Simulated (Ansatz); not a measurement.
`C=C(F)/C(F)=C/F`, relaxed with RKS PBE0-D4/def2-TZVP in Ansatz 0.2.0 from a PBE-D4/def2-SVP geometry. The force threshold is 0.005 eV/Å; the program also tests the step.

The species carries charge 0 and has multiplicity 1.

Start:

```xyz
10

C     1.433    0.542   -1.121
C     0.381   -0.140   -0.631
F    -0.119   -1.218   -1.276
C    -0.337    0.165    0.604
F     0.118    1.229    1.286
C    -1.391   -0.554    1.058
F    -2.020   -0.241    2.192
H     1.906    0.233   -2.061
H     1.815    1.412   -0.574
H    -1.786   -1.428    0.523
```

**Question.** By how much does the energy fall, and how many steps does the optimiser take? (Estimate.)

**Answer.** The calculation gave: 1.45 kcal/mol, in 4 steps.

**Question.** Which bonds change most? (An estimate is asked.)

**Answer.** The calculation gave: C4–C6 from 1.354 to 1.330 Å; C1–C2 from 1.346 to 1.323 Å; C6–H10 from 1.099 to 1.080 Å; C1–H9 from 1.097 to 1.080 Å.

**Question.** Give the relaxed structure. (Best estimate.)

**Answer.** Ansatz gave: 
```xyz
10

C     1.416    0.536   -1.108
C     0.382   -0.137   -0.628
F    -0.108   -1.205   -1.272
C    -0.339    0.156    0.596
F     0.110    1.210    1.275
C    -1.374   -0.548    1.043
F    -1.992   -0.229    2.171
H     1.885    0.235   -2.034
H     1.793    1.393   -0.570
H    -1.772   -1.409    0.526
```
